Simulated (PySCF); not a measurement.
BeH6O2Si2, SMILES [SiH3][O][Be][O][SiH3].

Geometry: B3LYP-D3(BJ)/def2-SVP. The structure was generated by enumeration; whether it is a known compound was not checked. Other conformers were not sampled.

All values below come from TDDFT-M06-2X/def2-SVPD run with PySCF.

Vertical excitations. 

```
state  energy (eV)  λ (nm)      f                                                                    main pairs
-----  -----------  ------  -----  ----------------------------------------------------------------------------
S1            7.20     172  0.000                                              HOMO→LUMO 65 %, HOMO−1→LUMO 15 %
S2            7.20     172  0.000                                              HOMO−1→LUMO 65 %, HOMO→LUMO 15 %
S3            7.51     165  0.000         HOMO−2→LUMO 37 %, HOMO−3→LUMO 25 %, HOMO→LUMO+3 13 %, HOMO→LUMO+4 8 %
S4            7.51     165  0.000     HOMO−3→LUMO 37 %, HOMO−2→LUMO 25 %, HOMO−1→LUMO+3 13 %, HOMO−1→LUMO+4 8 %
S5            8.46     146  0.000                                          HOMO→LUMO+1 39 %, HOMO−1→LUMO+2 36 %
S6            8.48     146  0.004    HOMO→LUMO+5 18 %, HOMO−1→LUMO+1 18 %, HOMO→LUMO+2 18 %, HOMO−2→LUMO+4 16 %
S7            8.48     146  0.005  HOMO−1→LUMO+2 19 %, HOMO−1→LUMO+5 18 %, HOMO→LUMO+1 17 %, HOMO−3→LUMO+4 16 %
S8            8.53     145  0.009  HOMO−1→LUMO+2 16 %, HOMO−3→LUMO+4 15 %, HOMO→LUMO+1 15 %, HOMO−1→LUMO+5 11 %
S9            8.53     145  0.009    HOMO−2→LUMO+4 16 %, HOMO−1→LUMO+1 15 %, HOMO→LUMO+2 15 %, HOMO→LUMO+5 11 %
S10           8.59     144  0.081                        HOMO→LUMO+4 42 %, HOMO−2→LUMO+5 29 %, HOMO−2→LUMO 11 %
T1            6.99     177      0                                              HOMO→LUMO 62 %, HOMO−1→LUMO 12 %
T2            6.99     177      0                                              HOMO−1→LUMO 62 %, HOMO→LUMO 12 %
T3            7.26     171      0         HOMO−3→LUMO 28 %, HOMO−2→LUMO 26 %, HOMO→LUMO+3 11 %, HOMO→LUMO+4 9 %
T4            7.26     171      0     HOMO−2→LUMO 28 %, HOMO−3→LUMO 26 %, HOMO−1→LUMO+3 11 %, HOMO−1→LUMO+4 9 %
```
Triplets are in the Tamm–Dancoff approximation, which puts them higher than full response would, so one can lie above its singlet here.
